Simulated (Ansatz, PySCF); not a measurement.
Si(H)(F)(Cl)(Et) (C₂H₆ClFSi), SMILES CC[SiH](F)Cl. Atoms are numbered in the order given.

```xyz
11

Si     0.5018    -0.3902    -0.4134
F      1.2378    -1.0284     0.8843
Cl     0.5649     1.6594    -0.1967
C     -1.2639    -0.9628    -0.4598
C     -2.0831    -0.5720     0.7679
H      1.2983    -0.7614    -1.6085
H     -1.7139    -0.5578    -1.3835
H     -1.2418    -2.0598    -0.5903
H     -2.1127     0.5209     0.8935
H     -3.1206    -0.9295     0.6883
H     -1.6517    -0.9979     1.6865
```

Geometry: PBE0-D3(BJ)/def2-SVP. This is a generated structure with no PubChem entry under its InChIKey; it may be hypothetical. The values are those of a single conformer.

Two levels are set side by side: PBE-D3(BJ)/def2-SVP (Ansatz, a program for electronic structure) and PBE0-D3(BJ)/def2-SVP (Ansatz). Each level has its own optimised geometry; the coordinates shown are those of the second. Frequencies come from the Hessian of PySCF at each geometry. Differences are taken from unrounded values.

| quantity | PBE0-D3(BJ) |
|---|---|
| mean bond length (Å) | 1.406 |
| bond Si1–F2 (Å) | 1.623 |
| bond Si1–Cl3 (Å) | 2.062 |
| bond Si1–C4 (Å) | 1.857 |
| bond C4–C5 (Å) | 1.527 |
| bond Si1–H6 (Å) | 1.483 |
| bond C4–H7 (Å) | 1.104 |
| bond C4–H8 (Å) | 1.105 |
| bond C5–H9 (Å) | 1.101 |
| bond C5–H10 (Å) | 1.100 |
| bond C5–H11 (Å) | 1.101 |
| highest harmonic wavenumber (cm⁻¹) | 3158 |
| mean harmonic wavenumber (cm⁻¹) | 1291 |
| zero-point energy (kcal/mol) | 49.84 |

Q: What does PBE-D3(BJ) give, and how far is it from PBE0-D3(BJ)? (The exact figures need the calculation; the answer reports its results.)

A: 
```csv
quantity,PBE-D3(BJ),PBE-D3(BJ) minus PBE0-D3(BJ)
mean bond length (Å),1.417,0.011
bond Si1–F2 (Å),1.638,0.016
bond Si1–Cl3 (Å),2.077,0.015
bond Si1–C4 (Å),1.870,0.013
bond C4–C5 (Å),1.535,0.008
bond Si1–H6 (Å),1.496,0.013
bond C4–H7 (Å),1.113,0.008
bond C4–H8 (Å),1.113,0.008
bond C5–H9 (Å),1.109,0.008
bond C5–H10 (Å),1.108,0.008
bond C5–H11 (Å),1.109,0.008
highest harmonic wavenumber (cm⁻¹),3068,-90
mean harmonic wavenumber (cm⁻¹),1250,-41
zero-point energy (kcal/mol),48.25,-1.58
```

Exact exchange shortens and stiffens bonds; PBE has none. Differences between two approximate levels are no errors against the true value.
